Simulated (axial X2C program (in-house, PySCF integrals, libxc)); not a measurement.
## BeCu: from the spin-free to the two-component result

All values were computed with an in-house all-electron X2C program for linear molecules (integrals from PySCF). Spin-free means the one-electron spin-free X2C Hamiltonian; two-component (2c) means X2C with spin–orbit coupling and atomic mean-field two-electron Coulomb and Gaunt terms, so the difference of the two also holds small scalar two-electron terms. Basis: Cu dyall-cv3z [9s9p6d3f2g], Be dyall-cv3z [8s8p3d1f] (cores contracted in-house); Gaussian nuclei, density fitting, unrestricted open shells. Masses: Cu 62.930 u, Be 9.012 u.

Spin-free state: M_S = 1/2, Λ = 0 (beyond evenly filled blocks: σα); fragments Cu + Be.

| level | Re (Å) | ωe (cm⁻¹) | De (eV) | μ (D) |
| --- | --- | --- | --- | --- |
| PBE0 | 2.058 | 476.5 | 1.429 | -0.91 |
| HF | 2.291 | 322.6 | n/a | -1.53 |
| MP2 | 1.989 | 536.8 | 1.354 | n/a |
| CCSD | 2.065 | 456.4 | 0.995 | n/a |
| CCSD(T) | 2.025 | 495.9 | n/a | n/a |
| LDA | 1.977 | 544.3 | 2.159 | -0.40 |

Correlated methods: 13 electrons correlated (number of frozen shells: Cu 3 s, 2 p; Be 1 s), 227 virtual spin orbitals or spinors in MP2, 89 natural virtuals in coupled cluster.

Dipoles are positive if Be is the positive end.

Two-component determinant lowest at the distance of the search:

Ω = 1/2 (⟨Sz⟩ = 0.50, ⟨Lz⟩ = 0.00 at HF); fragments Cu + Be.

```tsv
level	Re (Å)	ωe (cm⁻¹)	De (eV)	μ (D)
PBE0	2.058	476.1	1.428	-0.91
HF	2.292	322.2	n/a	-1.53
MP2	1.990	536.2	1.351	n/a
CCSD	2.066	455.4	0.994	n/a
CCSD(T)	2.025	494.5	n/a	n/a
LDA	1.977	544.0	2.157	-0.41
```

(1) From the two tables, how do the constants change at the CCSD(T) level (2c against spin-free)?

The state is one determinant whose occupation by symmetry is held fixed; it was picked as the lowest of a PBE0 search that is not exhaustive. Dissociation energies refer to the lowest single-determinant-based atoms at the same level and basis. De is not given where an atomic determinant may have missed its ground term or J level, or where the truncated virtual space spoils (T). Density functionals use the spin component along the axis (collinear). CCSD and (T) use frozen natural virtuals with an MP2 correction for the truncation; (T) itself is uncorrected, so its De runs slightly low. The determinant is spin-polarised beyond a pure state at some levels (its spin-free form has ⟨S²⟩ too high), which makes Re and μ there less reliable.

## Answers

(1) At the CCSD(T) level Re is unchanged within 0.001 Å and ωe falls by 1.4 cm⁻¹.
